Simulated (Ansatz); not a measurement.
Steps of a relaxation of ClFGeI, SMILES `[F][Ge]([Cl])[I]` radical with UKS PBE-D4/def2-SVP.

```sh
$ ansatz run in.yaml --threads 4 --pin off --events-out ev --progress --plain --max-ram 10444MiB
```

```yaml
crystal:
  periodic: [false, false, false]
  atoms:
    - {symbol: F, position_ang: [-1.746900, -0.185200, 0.147300]}
    - {symbol: Ge, position_ang: [-0.168900, 0.509500, 0.142400]}
    - {symbol: Cl, position_ang: [0.926000, -0.371100, 1.754900]}
    - {symbol: I, position_ang: [1.045300, -0.013400, -2.064800]}
basis:
  gaussian: {orbitals: def2-SVP}
magnetization: {spin_polarized: true, initial_magnetization: 1}
hamiltonian: {xc: pbe, dispersion: d4}
relax: {f_tol: 0.03, max_steps: 200}
```

Positions (Å) and forces (eV/Å) along the path, 5 of 5 steps:

```xyz
4
step=1 energy=-79831.4423 eV
F    -1.747   -0.185    0.147   -0.977   -0.530    0.016
Ge   -0.169    0.509    0.142    0.693    0.915   -0.608
Cl    0.926   -0.371    1.755    0.326   -0.368    0.664
I     1.045   -0.013   -2.065   -0.042   -0.017   -0.072
4
step=2 energy=-79831.4854 eV
F    -1.712   -0.209    0.112   -0.451   -0.179    0.039
Ge   -0.142    0.553    0.149    0.403    0.168   -0.203
Cl    0.912   -0.385    1.814    0.053   -0.039    0.125
I     0.997   -0.019   -2.096   -0.004    0.050    0.039
4
step=3 energy=-79831.4923 eV
F    -1.727   -0.207    0.137   -0.140   -0.049   -0.018
Ge   -0.137    0.541    0.131    0.143    0.029   -0.014
Cl    0.906   -0.385    1.823    0.015    0.010    0.004
I     1.013   -0.010   -2.111   -0.018    0.010    0.029
4
step=4 energy=-79831.4930 eV
F    -1.732   -0.205    0.132   -0.034   -0.013   -0.006
Ge   -0.134    0.537    0.132    0.044    0.003    0.004
Cl    0.911   -0.383    1.826   -0.002    0.008   -0.013
I     1.011   -0.009   -2.110   -0.008    0.002    0.015
4
step=5 energy=-79831.4930 eV
F    -1.733   -0.205    0.129   -0.010   -0.007   -0.001
Ge   -0.132    0.535    0.132   -0.004    0.019    0.015
Cl    0.912   -0.382    1.827    0.005   -0.005   -0.001
I     1.009   -0.008   -2.108    0.010   -0.007   -0.012
```

Hardware: 4 threads of an AMD EPYC 7B13 on a shared host. Wall time 7.5 s, peak host memory 0.19 GiB.
